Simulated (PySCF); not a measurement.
SnClI₃, SMILES [Cl][Sn]([I])([I])[I].

Geometry: B3LYP-D3(BJ)/def2-SVP. The def2 effective core potentials stand for the cores of I, Sn; spin–orbit coupling is left out.

Calculation: PySCF 2.14.0 with C-PCM-ωB97X/def2-SVP.

The values are the electrostatic part of the solvation free energy, E(continuum) − E(gas) at the gas-phase geometry, in a cavity of scaled van der Waals radii (PySCF's table); cavitation and dispersion terms are not included. A continuum can't describe solvent molecules that bind to the metal. In vacuum the orbital gap is 8.12 eV. The dipole moment in vacuum is 1.18 D.

```
solvent                ε  ΔG(elec) (kcal/mol)  dipole (D)  gap (eV)
-----------------  -----  -------------------  ----------  --------
water              78.36                 -2.7        1.63      8.16
dimethylsulfoxide  46.83                 -2.7        1.63      8.16
cyclohexanone      15.62                 -2.5        1.60      8.16
```
